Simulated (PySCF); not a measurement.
Identify the unknown among the candidates.

All candidates are C6H9NSi.

| technique | computed result |
| --- | --- |
| Dipole | 5.00 D [PBE0/def2-SVPD] |
| UV, first state | lowest singlet excitation: 6.12 eV (203 nm, f = 0.012) [TDDFT PBE0/def2-SVPD] |
| Rotational structure | rotational constants A, B, C: 4.158, 0.953, 0.848 GHz [GFN2-xTB] |
| 1H NMR | chemical shifts (computed TMS as zero) by class: 6.74 (1 H), 5.14 (1 H), 5.01 (1 H), 2.64 (1 H), 2.29 (1 H), 2.23 (1 H), 1.05 (3 H) ppm [GIAO PBE0/pcSseg-1] |
| NMR, other nuclei | isotropic shieldings of nuclei other than C and H, by class: -29 (1 N), 385 (1 Si) ppm [GIAO PBE0/pcSseg-1] |
| 13C NMR | chemical shifts (computed TMS as zero) by class: 167.5 (1 C), 148.2 (1 C), 125.0 (1 C), 31.6 (1 C), 17.4 (1 C), 14.6 (1 C) ppm [GIAO PBE0/pcSseg-1] |
| Triplet | lowest triplet excitation (Tamm–Dancoff): 4.28 eV [TDA PBE0/def2-SVPD] |

The electronic properties come from PySCF, for the isolated species, density fitting. Levels stand in brackets. One conformer (not necessarily the lowest) at the GFN2-xTB geometry, without solvent, vibrations or thermal averaging. NMR values are class means; diastereotopic atoms form classes of their own.

**Question.** Which candidate is it?
A. `CCC1=C[C@@H](C#N)[SiH2]1`
B. `C=Cc1ccn([SiH3])c1`
C. `C#C[SiH2]/N=C/C=C/C`
D. `C=C[Si@H]1C[C@@H](C#N)C1`
E. `N#C[C@]1(C[SiH3])[C@@H]2C[C@@H]21`

**Answer.** A. It is `CCC1=C[C@@H](C#N)[SiH2]1`. Numbering: `[CH3:1][CH2:2][C:3]1=[CH:4][C@@H:5]([C:6]#[N:7])[SiH2:8]1`. Its formula, C6H9NSi, gives 4 degrees of unsaturation: 1 ring and 3 π bonds in the structure found. 6 carbons fall into 6 classes; from least to most shielded: fully substituted alkene carbon [C3] (167.5 ppm), alkene CH carbon [C4] (148.2 ppm), nitrile carbon [C6] (125.0 ppm), allylic carbon [C2] (31.6 ppm), methyl carbon [C1] (17.4 ppm), ring sp3 carbon bound to silicon [C5] (14.6 ppm). Hydrogen classes from least to most shielded: 1 H on an alkene CH carbon, C4 (6.74 ppm), 1 H on an SiH2 silicon, Si8 (5.14 ppm), 1 H on an SiH2 silicon, Si8 (5.01 ppm), 1 H on an sp3 carbon bound to silicon, C5 (2.64 ppm), 1 H on an allylic carbon, C2 (2.29 ppm), 1 H on an allylic carbon, C2 (2.23 ppm), 3 H on a methyl carbon, C1 (1.05 ppm). The other shieldings belong to: -29 ppm, nitrile nitrogen [N7]; 385 ppm, SiH2 silicon [Si8]. The optimised geometry has point group C1 and is an asymmetric top.

The others, at the same levels:
- `C=Cc1ccn([SiH3])c1` fails: its computed 13C shifts are 136.8 (1 C), 133.9 (1 C), 129.6 (1 C), 129.5 (1 C), 114.8 (1 C), 114.6 (1 C) ppm, 1H shifts are 7.00 (1 H), 6.81 (1 H), 6.64 (1 H), 6.55 (1 H), 5.81 (1 H), 5.27 (1 H), 5.06 (3 H) ppm and lowest singlet excitation is 5.12 eV (242 nm, f = 0.004) (against 6.12 eV).
- `C#C[SiH2]/N=C/C=C/C` fails: its computed 13C shifts are 171.3 (1 C), 151.2 (1 C), 135.0 (1 C), 101.6 (1 C), 88.2 (1 C), 22.8 (1 C) ppm, 1H shifts are 8.62 (1 H), 7.77 (1 H), 6.33 (1 H), 5.32 (2 H), 2.13 (3 H), 1.86 (1 H) ppm and lowest singlet excitation is 3.51 eV (353 nm, f = 0.000) (against 6.12 eV).
- `C=C[Si@H]1C[C@@H](C#N)C1` fails: it has 5 carbon classes against 6; its computed 13C shifts are 150.1 (1 C), 138.8 (1 C), 130.3 (1 C), 22.8 (2 C), 19.5 (1 C) ppm, 1H shifts are 7.16 (1 H), 7.13 (1 H), 6.67 (1 H), 5.07 (1 H), 3.15 (1 H), 2.14 (2 H), 1.68 (2 H) ppm and rotational constant A is 2.421 GHz (against 4.158 GHz).
- `N#C[C@]1(C[SiH3])[C@@H]2C[C@@H]21` fails: it has 5 carbon classes against 6; its computed 13C shifts are 125.5 (1 C), 37.0 (1 C), 26.0 (1 C), 16.1 (1 C), 13.7 (2 C) ppm, 1H shifts are 3.99 (3 H), 2.14 (2 H), 1.30 (1 H), 1.19 (1 H), 1.02 (2 H) ppm and lowest singlet excitation is 7.29 eV (170 nm, f = 0.002) (against 6.12 eV).

Each candidate is one conformer, not necessarily the lowest. Dipoles, sizes and rotational constants follow the conformer. The torsions of the flexible species, by atom-mapped SMILES:
- `[CH3:1][CH2:2][C:3]1=[CH:4][C@@H:5]([C:6]#[N:7])[SiH2:8]1`: C1–C2–C3–C4 130°
- `[CH2:1]=[CH:2][c:3]1[cH:4][cH:5][n:6]([SiH3:7])[cH:8]1`: C1–C2–C3–C4 0°
- `[CH:1]#[C:2][SiH2:3]/[N:4]=[CH:5]/[CH:6]=[CH:7]/[CH3:8]`: C2–Si3–N4–C5 -122°, N4–C5–C6–C7 -2°
- `[CH2:1]=[CH:2][Si@H:3]1[CH2:4][C@@H:5]([C:6]#[N:7])[CH2:8]1`: C1–C2–Si3–C4 -43°
- `[N:1]#[C:2][C@:3]1([CH2:4][SiH3:5])[C@@H:6]2[CH2:7][C@H:8]12`: C2–C3–C4–Si5 68°
